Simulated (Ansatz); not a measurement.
**Worked example: CH8O4Si2 → SiH(CH3)(OH) + SiH(OH)2O**

Species: CH8O4Si2 `C[SiH](O)O[SiH](O)O`, singlet; SiH(CH3)(OH), doublet; SiH(OH)2O, doublet. 

Shapes, held fixed at every level: PBE0-D4/def2-TZVP. Flexible molecules stand in one conformer, not always the lowest. Programs: Ansatz 0.2.0. Electronic energies: no zero-point or thermal term.

At CCSD(T)/CBS estimate; 1 Eh = 2625.50 kJ/mol:

```
     species  energy (Eh)
    CH8O4Si2  -922.009584
SiH(CH3)(OH)  -405.312132
   SiH(OH)2O  -516.464462
```

Problem. Work out ΔE of the reaction at this level.

Solution. 
1. Products less reactants: (-405.312132) + (-516.464462) − [(-922.009584)] = 0.232990 Eh = +611.7 kJ/mol.

Other levels give +471.0 (HF/def2-TZVPP) to +601.8 kJ/mol (wB97M-V/def2-TZVPP). No measured value is set beside it here. Open shells run unrestricted unless RO is named. The CBS estimate extrapolates MP2 from def2-TZVPP and def2-QZVPP and adds CCSD(T) − MP2 in the triple-zeta set, cores frozen.
